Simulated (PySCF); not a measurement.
This PySCF input asks for the NMR shieldings of `O=[S@]1CC[C@H](NC)CC1`, C6H13NOS; the geometry comes from GFN2-xTB.

```python
import basis_set_exchange as bse
import numpy as np
from pyscf import gto, dft
from pyscf.prop import nmr

atoms = """
C    -2.533100   -0.179646   -0.585259
N    -1.302447    0.554567   -0.373281
C    -0.467092    0.034298    0.703200
C     0.187187   -1.290899    0.293959
C     1.010667   -1.140390   -0.966674
S     2.495348   -0.095132   -0.606868
O     3.047302   -0.605700    0.651948
C     1.485226    1.388155   -0.150009
C     0.614537    1.063205    1.046416
H    -3.122141   -0.315499    0.334678
H    -2.304159   -1.163466   -0.992421
H    -3.139372    0.357134   -1.312528
H    -1.530396    1.522160   -0.162408
H    -1.065931   -0.154702    1.616536
H     0.849172   -1.617448    1.100359
H    -0.573672   -2.060912    0.154977
H     1.385957   -2.103146   -1.311024
H     0.456757   -0.648676   -1.761505
H     2.190707    2.184308    0.084521
H     0.901334    1.654233   -1.026779
H     1.254323    0.659288    1.835071
H     0.149380    1.977653    1.426242
"""
names = dict.fromkeys(["C", "N", "S", "O", "H"], "pcSseg-1")
basis = {el: gto.basis.parse(bse.get_basis(n, elements=[el], fmt="nwchem")) for el, n in names.items()}
mol = gto.M(atom=atoms, basis=basis, charge=0, verbose=0)
mf = dft.RKS(mol, xc="PBE0")
mf.grids.level = 2
mf.grids.alignment = dft.numint.BLKSIZE   # the property module wants whole blocks of grid points
mf.conv_tol = 1e-9
mf.kernel()

calc = nmr.RKS(mf)   # GIAO
C = mf.mo_coeff
Co = C[:, mf.mo_occ > 0]
resp = mf.gen_response(singlet=True, hermi=2)
def vind(x):   # induced exchange potential for any number of trial vectors
    d = np.einsum("pi,xij,qj->xpq", C, 2 * x.reshape(-1, C.shape[1], Co.shape[1]), Co, optimize=True)
    return np.einsum("xpq,pi,qj->xij", resp(d - d.transpose(0, 2, 1)), C, Co, optimize=True).ravel()
mo1, _ = nmr.rhf.solve_mo1(calc, with_cphf=vind)
sigma = calc.kernel(mo1)
for i, s in enumerate(sigma):   # ppm
    print("%2d %-2s %9.2f" % (i, mol.atom_pure_symbol(i), np.trace(s) / 3))
```

Question: What are the results?

Answer: 
```
 0 C     150.13
 1 N     215.62
 2 C     129.94
 3 C     168.91
 4 C     140.44
 5 S     232.20
 6 O     311.12
 7 C     139.36
 8 C     161.20
 9 H      29.39
10 H      29.11
11 H      28.91
12 H      31.78
13 H      29.07
14 H      28.80
15 H      30.00
16 H      29.53
17 H      28.74
18 H      29.53
19 H      28.89
20 H      28.55
21 H      30.41
```

These numbers come from an equivalent density-fitted implementation of the same equations, which agrees with the script to about 0.01 ppm for H and up to a few tenths of a ppm for heavy atoms, so last digits may differ.

Question: Turn these shieldings into chemical shifts. Shifts are taken against calculated references (same method and geometry level): TMS for ¹³C (186.93 ppm) and ¹H (31.72 ppm); ¹⁵N (267.73 ppm) vs NH3; ³³S (503.73 ppm) against CS2; ¹⁷O (336.08 ppm) against H2O.

Answer: Averaging equivalent atoms: C 2: 57.0; C 4/7: 47.0; C 0: 36.8; C 3/8: 21.9; N 1: 52.1; S 5: 272; O 6: 25.0; H 14/20: 3.04; H 17/19: 2.90; H 13: 2.65; H 9/10/11: 2.58; H 16/18: 2.19; H 15/21: 1.51; H 12: -0.07 ppm. Experimental scales use liquid or dissolved standards, which lie at an offset from isolated NH3 (liquid NH3: subtract about 20 ppm) and H2O (liquid H2O: subtract about 36 ppm).

Size and cost of the density-fitted run: 225 basis functions, 51 s wall time on 1 thread of an Intel Xeon Platinum 8488C, shared host; peak memory 1.1 GiB.
